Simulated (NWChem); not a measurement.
A series in which one site is exchanged, each optimised at PBE0/def2-SVP with NWChem, gas phase unless a solvent is named. For some, no frequency run checked for a minimum. def2 effective core potentials on Te, I; no spin-orbit coupling.

A: [Te](C)I (CH3ITe; site = I)
B: C[Te]F (CH$_{3}$FTe; site = F)
C: C[TeH] (CH4Te; site = H)
D: C[Te]Br (CH3BrTe; site = Br)

```json
[
 {"quantity": "orbital gap (eV), PBE0/def2-SVP", "A": "3.41", "B": "4.12", "C": "(withheld)", "D": "3.69"},
 {"quantity": "vertical ionisation energy, ΔSCF, PBE/def2-SVP (eV)", "A": "7.84", "B": "8.22", "C": "(withheld)", "D": "8.02"},
 {"quantity": "static polarisability, PBE0/def2-SVPD (bohr³)", "A": "92.3", "B": "54.0", "C": "(withheld)", "D": "77.6"},
 {"quantity": "lowest singlet excitation, PBE0/def2-SVPD, TDA (eV)", "A": "2.06", "B": "2.47", "C": "(withheld)", "D": "2.23"}
]
```

Problem. What belongs in the gaps?

Solution. 
- orbital gap (eV), PBE0/def2-SVP, C: 5.56
- vertical ionisation energy, ΔSCF, PBE/def2-SVP (eV), C: 8.24
- static polarisability, PBE0/def2-SVPD (bohr³), C: 56.9
- lowest singlet excitation, PBE0/def2-SVPD, TDA (eV), C: 3.86
